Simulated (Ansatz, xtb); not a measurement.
# C5H3OP: 4 structures ranked

4 gas-phase structures of C5H3OP, from a drawn sample of its isomers (lower ones may exist). Each was relaxed with GFN2-xTB:

A. `C#CC1=PC=CO1`, a singlet
B. `P#Cc1ccco1`, a singlet
C. `C#CC1=CP=CO1`, a singlet
D. `P#Cc1ccoc1`, a singlet

Problem. Which do you expect lowest at r2SCAN-D4/def2-SVP, and how would the others follow?

Solution. Calculated order at r2SCAN-D4/def2-SVP: B (0.000), D (0.068), A (0.908), C (0.982) eV.

Energies above the lowest of each column, in eV; the last columns are at PBE-D3(BJ)/def2-SVP geometries and were run for some of them only (a dash: not run or not comparable):

```
structure  GFN2-xTB  HF/STO-3G  r2SCAN-D4/def2-SVP  PBE-D3(BJ)/def2-SVP  CCSD(T)/def2-SVP + ΔMP2/def2-TZVPP
        B     0.000      0.000               0.000                0.000                               0.000
        D     0.051      0.070               0.068                0.065                               0.016
        A     0.652      0.311               0.908                0.863                               0.780
        C     0.699      0.404               0.982                    –                                   –
```

Every level run on B puts it lowest or level with the lowest. Frequencies (GFN2-xTB) were run for A, B, D alone. The ΔMP2 step shifts differences by up to 0.152 eV, which makes them less sure. ΔMP2 is the change of the MP2 energy from the smaller to the larger basis.

Over these structures GFN2-xTB departs from r2SCAN-D4/def2-SVP by 0.131 eV on average once a common shift is removed. A GFN2-xTB relaxation took about 0.16 s and the r2SCAN-D4/def2-SVP energy about 2.7 s on a shared host (Ansatz 0.2.0, xtb 6.7.1).
